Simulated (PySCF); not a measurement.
Correlation energy of Sn(2+) (tin, charge +2)

[Kr] 4d10 5s2, closed-shell 1S. Calculation: PySCF 2.14, in ANO-RCC-VTZP; the spin-free X2C one-electron Hamiltonian (Gaussian nucleus). Frozen: [Kr] 4d10; 2 electrons correlated.

With two correlated electrons CCSD is exact within the correlated space (frozen core and kept virtual orbitals).

```tsv
level	correlation energy (mhartree)
CCSD	-32.57
```

Diagnostics: T1 = 0.0030, D1 = 0.0042, largest double amplitude 0.100.

Cost of the coupled-cluster step: of the order of 0.4 core-seconds, for 2 correlated electrons.
